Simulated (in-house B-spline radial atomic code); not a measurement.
Orbital energies and mean radii along the 41-electron series, configuration [Kr] 4d5. The effective charge is n√(-2ε), a non-relativistic measure. Computed with an all-electron radial atomic-structure program (B-spline basis): Dirac-Hartree-Fock, average of the configuration, finite nuclei.

```tsv
ion	Z	energy of 4p3/2 (Eh)	mean radius of 4p3/2 (bohr)	energy of 3p3/2 (Eh)	mean radius of 3p3/2 (bohr)	energy of 4d5/2 (Eh)	mean radius of 4d5/2 (bohr)	energy of 3d5/2 (Eh)	mean radius of 3d5/2 (bohr)	effective charge of 4p3/2
Pr18+	59	-23.068	0.62416	-62.683	0.27154	-18.931	0.64762	-51.252	0.247	27.17
Nd19+	60	?	?	?	?	?	?	?	?	?
Pm20+	61	-26.836	0.58996	-70.503	0.25994	-22.363	0.60717	-58.369	0.23578	29.304
Sm21+	62	-28.818	0.57424	-74.589	0.25449	-24.175	0.58889	-62.095	0.23054	30.367
Eu22+	63	-30.866	0.55935	-78.793	0.24925	-26.051	0.57173	-65.933	0.22553	31.428
Gd23+	64	?	?	?	?	?	?	?	?	?
Tb24+	65	-35.161	0.53178	-87.555	0.23936	-29.995	0.54038	-73.944	0.21613	33.543
Dy25+	66	-37.407	0.519	-92.113	0.23468	-32.063	0.52602	-78.116	0.21172	34.598
Ho26+	67	?	?	?	?	?	?	?	?	?
Er27+	68	-42.097	0.49518	-101.58	0.22584	-36.389	0.49954	-86.793	0.20341	36.703
```

Task: Fill in the row of Nd19+.

Result: energy of 4p3/2 (Eh): -24.919; mean radius of 4p3/2 (bohr): 0.60657; energy of 3p3/2 (Eh): -66.534; mean radius of 3p3/2 (bohr): 0.26562; energy of 4d5/2 (Eh): -20.615; mean radius of 4d5/2 (bohr): 0.6267; energy of 3d5/2 (Eh): -54.754; mean radius of 3d5/2 (bohr): 0.24126; effective charge of 4p3/2: 28.238.

Task: Fill in the row of Gd23+.

Result: energy of 4p3/2 (Eh): -32.981; mean radius of 4p3/2 (bohr): 0.54521; energy of 3p3/2 (Eh): -83.115; mean radius of 3p3/2 (bohr): 0.24421; energy of 4d5/2 (Eh): -27.991; mean radius of 4d5/2 (bohr): 0.5556; energy of 3d5/2 (Eh): -69.883; mean radius of 3d5/2 (bohr): 0.22073; effective charge of 4p3/2: 32.487.

Task: Fill in the row of Ho26+.

Result: energy of 4p3/2 (Eh): -39.719; mean radius of 4p3/2 (bohr): 0.50681; energy of 3p3/2 (Eh): -96.789; mean radius of 3p3/2 (bohr): 0.23018; energy of 4d5/2 (Eh): -34.194; mean radius of 4d5/2 (bohr): 0.51242; energy of 3d5/2 (Eh): -82.399; mean radius of 3d5/2 (bohr): 0.20748; effective charge of 4p3/2: 35.651.

Task: How does the screening of 4p3/2 change?

Result: Z less the effective charge goes from 31.83 at Z = 59 to 31.30 at Z = 68.
